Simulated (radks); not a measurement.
Question: The mean radii <r> (bohr) of the occupied orbitals of an atom or ion are listed with their occupations. Calculated with a radial shooting solver on a logarithmic mesh with Libxc functionals: Dirac Kohn-Sham, PBEsol, spin-unpolarised, spherical densities, finite nucleus; Fermi nuclear charge, rms radius of each element as measured or else 0.836 A^(1/3) + 0.57 fm.

| orbital | occ. | <r> |
|---|---|---|
| 1s1/2 | 2 | 0.1581 |
| 2s1/2 | 1 | 0.8325 |
| 2p1/2 | 1.66667 | 0.8148 |
| 2p3/2 | 3.33333 | 0.8164 |

Name the element and its charge. Open shells, if any, are shared by 2j + 1.

Answer: Z = 10, neon, charge +2: Ne2+ in [He] 2s1 2p5. The 1s radius gives Z: for a bare nucleus <r> = (2 gamma + 1)/(2Z) with gamma = sqrt(1 - (Z/c)^2), 0.1497 bohr for Z = 10, and screening makes it slightly larger (0.1581 here). The occupations add up to 8, and the charge is Z minus that.
